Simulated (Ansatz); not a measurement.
```yaml
crystal:
  periodic: [false, false, false]
  atoms:
    - {symbol: In, position_ang: [-0.990961, 1.512116, -0.226152]}
    - {symbol: C, position_ang: [0.465159, -0.013701, 0.188997]}
    - {symbol: N, position_ang: [1.485658, -0.234238, 0.631646]}
    - {symbol: C, position_ang: [0.729605, -1.483483, 0.058411]}
    - {symbol: H, position_ang: [-0.681149, 2.410844, -1.740090]}
    - {symbol: H, position_ang: [-2.046263, 2.204514, 0.983968]}
    - {symbol: H, position_ang: [0.954493, -2.016524, -0.903046]}
    - {symbol: H, position_ang: [0.372850, -2.158770, 0.900390]}
basis:
  gaussian: {orbitals: def2-SVP, fitting: {mean_field: cc-pVTZ-jkfit}}
total_charge: 1
magnetization: {spin_polarized: true, initial_magnetization: 1}
hamiltonian: {xc: {name: r2SCANh}, dispersion: d3bj, pseudopotentials: {relativity: none}}
output: {forces: true}
```

```sh
$ ansatz run in.yaml --threads 2 --pin off --events-out ev --progress --plain --max-ram 4352MiB
```

**Question.** How does Ansatz answer? (Estimate.)

**Answer.** Computed: The input was rejected before any iteration.
```
Warning: the engine holds no damping parameters fitted to this dispersion correction and functional, so the run takes those fitted to r2scanh beside the three-body term, which d3bj leaves out (hamiltonian.dispersion, under Limitations)
Functional definition: r2SCANh
Error: <dir> the basis set cc-pVTZ-JKFIT has no functions for In
```
